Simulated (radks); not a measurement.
Fractional charge and spin in the 4p shell of strontium: the spin-up occupation runs from 2 to 3 and the spin-down occupation from 2 to 3; the fullest corner is Sr+, [Ar] 3d10 4s2 5s(up 0.5, down 0.5) 4p(up 3, down 3). Method: scalar-relativistic Kohn-Sham, PBEsol, spin-polarised, spherical densities, point nucleus; computed with a radial shooting solver on a logarithmic mesh with Libxc functionals. Energy (eV) above the fullest corner. The planes named below are the two flat planes that join the four corners, with an edge along up + down = one added electron.

down \ up,2,2.25,2.5,2.75,3
2,83.780,70.365,57.782,46.020,35.068
2.25,70.365,57.849,46.151,35.259,25.161
2.5,57.782,46.151,35.323,25.285,16.023
2.75,46.020,35.259,25.285,16.084,7.642
3,35.068,25.161,16.023,7.642,0.000

Corners above the fullest one (they belong to Sr2+ and the next ion): (up 3, down 2) 35.068 eV, (up 2, down 3) 35.068 eV, (up 2, down 2) 83.780 eV. With half an added electron in each spin the energy lies 0.255 eV from the planes, and with half an added electron in spin up alone -1.642 eV. The planes are only a guide here: the flat-plane condition holds for ground states with one frontier orbital, while this shell lies below other occupied shells, so the corners above the fullest one are inner-hole states and not the ground states of those ions.
